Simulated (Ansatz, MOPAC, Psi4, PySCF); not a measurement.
Approach curve of the dimer H3N ··· HCl (SMILES N and Cl), singlet. Monomers: optimised at B3LYP-D3(BJ) (def2-TZVP), held rigid. Orientation: a higher rigid-body minimum at GFN2-xTB. The monomers approach along the line of their centres of mass (distance R); nothing else relaxes.

Geometry at R = 3.26 Å (first 4 atoms: monomer A):
```
6

N      0.0010    -0.0013     0.2791
H     -0.4513     0.8284    -0.0877
H     -0.4919    -0.8041    -0.0950
H      0.9422    -0.0230    -0.0964
Cl    -0.3221    -2.1844     2.6532
H     -0.2211    -1.1875     1.8534
```

- RKS-B3LYP/LANL2DZ = restricted B3LYP/LANL2DZ, with its core potentials past Ne, no counterpoise correction run with PySCF 2.14.0
- MP2/aug-cc-pVQZ = Ansatz (a program for electronic structure) with MP2 on RHF/aug-cc-pVQZ, frozen core, counterpoise-corrected
- revPBE-D3(BJ)/def2-TZVP, counterpoise-corrected (Psi4)
- AM1, restricted, heats of formation (MOPAC)
- RMP2/3-21G = PySCF with restricted MP2 (frozen core)/3-21G, no counterpoise correction

Interaction energies in kcal/mol (negative: bound); R is the distance of the centres of mass, d the N1···H6 distance.

```csv
R / Å,d / Å,RKS-B3LYP/LANL2DZ,MP2/aug-cc-pVQZ,revPBE-D3(BJ)/def2-TZVP,AM1,RMP2/3-21G
2.74,1.47,-4.37,0.50,0.33,12.98,-6.58
2.78,1.51,-5.62,-0.93,-1.15,10.60,-8.09
3.11,1.83,-9.17,-5.98,-6.38,0.53,-12.54
3.26,1.98,-8.85,-6.18,-6.62,-0.72,-12.13
3.38,2.10,-8.29,-5.95,-6.42,-1.20,-11.38
3.60,2.32,-7.04,-5.15,-5.65,-1.75,-9.64
3.97,2.69,-5.01,-3.65,-4.11,-1.93,-6.57
4.21,2.93,-3.97,-2.85,-3.26,-1.61,-4.82
4.75,3.47,-2.32,-1.64,-1.91,-0.99,-2.24
5.40,4.12,-1.28,-0.91,-1.04,-0.64,-1.11
6.50,5.22,-0.62,-0.40,-0.44,-0.35,-0.54
7.69,6.41,-0.34,-0.20,-0.22,-0.20,-0.30
```

Lowest grid point: RKS-B3LYP/LANL2DZ -9.17 kcal/mol at R = 3.11 Å; MP2/aug-cc-pVQZ -6.18 kcal/mol at R = 3.26 Å; revPBE-D3(BJ)/def2-TZVP -6.62 kcal/mol at R = 3.26 Å; AM1 -1.93 kcal/mol at R = 3.97 Å; RMP2/3-21G -12.54 kcal/mol at R = 3.11 Å.
